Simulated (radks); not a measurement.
The nuclear charge of the cobalt ion Co2+ is varied continuously with 25 electrons held in [Ar] 3d7. Method: non-relativistic Kohn-Sham, TPSS, spin-polarised, spherical densities, point nucleus; open shells are filled with parallel spins first; meta-GGA in the generalised Kohn-Sham scheme; computed with a radial shooting solver on a logarithmic mesh with Libxc functionals. By the Hellmann-Feynman theorem dE/dZ = E(electron-nucleus)/Z, the electronic potential at the nucleus.

| Z | E (hartree) | E(electron-nucleus)/Z (hartree) | HOMO | e(HOMO) (eV) | <r> HOMO (bohr) |
|---|---|---|---|---|---|
| 26.5 | -1321.89096 | -118.418 | 3d | -16.836 | 1.131 |
| 27 | -1381.82424 | -121.313 | 3d | -25.194 | 1.038 |
| 27.5 | -1443.20231 | -124.198 | 3d | -34.654 | 0.9648 |
| 28 | -1506.02041 | -127.074 | 3d | -45.133 | 0.9051 |

The central difference of E at Z = 27 is -121.311 hartree, to compare with the third column; the second derivative is -5.78 hartree.
